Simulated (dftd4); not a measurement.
C$_{2}$H$_{8}$Si (SMILES C[SiH2]C), singlet, at a GFN2-xTB geometry; D4 for hf (dftd4).

Here is a job for dftd4.
```
$ dftd4 mol.xyz --func hf --charge 0 --json dftd4.json --noedisp

# file mol.xyz
11

Si     0.03546107    -0.43348006    -0.37037273
C      1.45753028     0.73873281     0.08712166
C     -1.52290395     0.06040205     0.59567275
H      0.40740896    -1.81447085    -0.03255476
H     -0.23071309    -0.34547884    -1.81294296
H      1.21576604     1.77029475    -0.15390745
H      2.36525377     0.48151727    -0.45044984
H      1.68282158     0.69510725     1.14919776
H     -2.35613024    -0.59304426     0.35515928
H     -1.82783780     1.07758693     0.36542227
H     -1.36078226     0.00239943     1.66852748
```

Task: Write the output that dftd4 gives for this input, abridged.

Result: 
```
                    ____  _____ _____     ____  _  _
      -------------|  _ \|  ___|_   _|---|  _ \| || |------------
     |             | | | | |_    | | ___ | | | | || |_           |
     |             | |_| |  _|   | ||___|| |_| |__   _|          |
     |             |____/|_|     |_|     |____/   |_|            |
     |             ===================================           |
     |            E. Caldeweyher, S. Ehlert & S. Grimme          |
     |          Mulliken Center for Theoretical Chemistry        |
     |                    University of Bonn                     |
      -----------------------------------------------------------

Rational (Becke-Johnson) damping: hf-D4-ATM
---------------------
  s6         1.0000
  s8         1.6168
  s9         1.0000
  a1         0.4496
  a2         3.3574
 alp        16.0000
--------------------

Dispersion energy:      -2.3318360725617E-02 Eh

[Info] JSON dump of results written to 'dftd4.json'
```
